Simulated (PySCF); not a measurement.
Compound: C3H2FNSe.
Bonds: F1–C2, C2–C3 (aromatic), C3–N4 (aromatic), N4–Se5 (aromatic), Se5–C6 (aromatic), C2–C6 (aromatic). Hydrogens: H7 on C3; H8 on C6.

Computed by this run: PySCF 2.14.0, PBE0-D3(BJ)/def2-SVP geometry optimisation, gas phase; density fitting, grid level 1; the optimiser is geomeTRIC in internal coordinates, started from a GFN2-xTB structure with every atom displaced at random (about 0.01 Å).

At the end of the run (lengths in Å): N4–Se5 1.809, C3–H7 1.096, F1–C2 1.325, Se5–C6 1.846, C2–C6 1.364, C2–C3 1.431, C3–N4 1.303, C3–N4–Se5 109.3°, C2–C3–N4 118.0°, F1–C2–C3 121.5°, C3–C2–C6 114.0°, H7–C3–C2–F1 0°, H8–C6–C2–F1 0°.

Task: These geometries were met on the way; a selection of coordinates is given. Order them by energy above the end point, lowest first.
A. N4–Se5 1.818, C3–H7 1.099, F1–C2 1.327, Se5–C6 1.850, C2–C6 1.362, C2–C3 1.436, C3–N4 1.301, C3–N4–Se5 109.2°, C2–C3–N4 119.2°, F1–C2–C3 124.2°, C3–C2–C6 112.2°, H7–C3–C2–F1 -12°, H8–C6–C2–F1 6°
B. N4–Se5 1.809, C3–H7 1.096, F1–C2 1.325, Se5–C6 1.846, C2–C6 1.364, C2–C3 1.431, C3–N4 1.303, C3–N4–Se5 109.3°, C2–C3–N4 118.0°, F1–C2–C3 121.5°, C3–C2–C6 114.0°, H7–C3–C2–F1 0°, H8–C6–C2–F1 0°
C. N4–Se5 1.740, C3–H7 1.052, F1–C2 1.362, Se5–C6 1.828, C2–C6 1.373, C2–C3 1.427, C3–N4 1.306, C3–N4–Se5 113.7°, C2–C3–N4 114.4°, F1–C2–C3 123.4°, C3–C2–C6 113.6°, H7–C3–C2–F1 1°, H8–C6–C2–F1 0°
D. N4–Se5 1.814, C3–H7 1.094, F1–C2 1.325, Se5–C6 1.842, C2–C6 1.364, C2–C3 1.435, C3–N4 1.303, C3–N4–Se5 109.8°, C2–C3–N4 116.9°, F1–C2–C3 120.6°, C3–C2–C6 114.9°, H7–C3–C2–F1 -4°, H8–C6–C2–F1 1°

Result: B (0.000 eV), D (0.010 eV), A (0.054 eV), C (0.157 eV).

```
step  E above end (eV)  rms distance from the end, all atoms (Å)  largest force (eV/Å)  rms shift of all bonds from the end (Å)
   6             0.000                                     0.000            under 0.02                                    0.000
   3             0.010                                     0.015                 0.543                                    0.003
   2             0.054                                     0.054                 0.725                                    0.004
   0             0.157                                     0.034                 2.275                                    0.033
```

Rows stand in the order of the answer.
